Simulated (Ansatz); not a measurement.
`BN(B)C` → `BNB` + `[CH2]` (triplet) at 298.15 K and 1 bar (formal loss of a carbene).

Calculated with Ansatz (gas phase, PBE0-D4/def2-TZVP geometries, no zero-point term in ΔE). CBS: MP2 limit from def2 TZ/QZ plus the TZ coupled-cluster correction, frozen cores. This one scheme is used for every species. Triplets are unrestricted, without spin–orbit coupling.

```tsv
species	CCSD(T)/CBS energy (Eh)	H − E (kJ/mol)	S (J/(mol·K))
`BN(B)C`	-146.59307	248.1	306.3
`BNB`	-107.34560	171.3	258.1
`[CH2]` (triplet)	-39.09499	55.4	195.3
```

H − E and S are ideal-gas, rigid-rotor, harmonic terms from PBE0-D4/def2-TZVP, with the whole ground term of open shells counted as degenerate. 1 Eh = 2625.50 kJ/mol, R = 8.31446 J/(mol·K).

Problem. By hand: ΔE, ΔH, ΔS and ΔG.

Solution. ΔE = (-107.34560) + (-39.09499) − (-146.59307) = 0.15248 Eh = 400.3 kJ/mol. Δ(H − E) = 171.3 + 55.4 − 248.1 = -21.4, so ΔH = 378.9 kJ/mol. ΔS = 258.1 + 195.3 − 306.3 = 147.1 J/(mol·K). ΔG = 378.9 − 298.15 × (147.1)/1000 = 335.0 kJ/mol.

Problem. By hand: the equilibrium constant, and the temperature at which ΔG would vanish if ΔH and ΔS stayed fixed.

Solution. log₁₀ K = −ΔG/(RT ln 10) = -58.7. ΔG = 0 at ΔH/ΔS = 2576 K, far beyond where these terms or the molecules hold.

The number of gas molecules changes by +1, which sets the sign of ΔS. A doubt of 5 kJ/mol in ΔE shifts log₁₀ K by 0.9 here. Modes under 60 cm⁻¹, often nearly free rotors, make the harmonic entropy too high. A triplet takes part, so the spin changes. These are equilibria of isolated gas molecules and say nothing of rates. Largest T1 diagnostic: 0.011 (customary marks: 0.02 for closed shells, 0.045 for open ones).
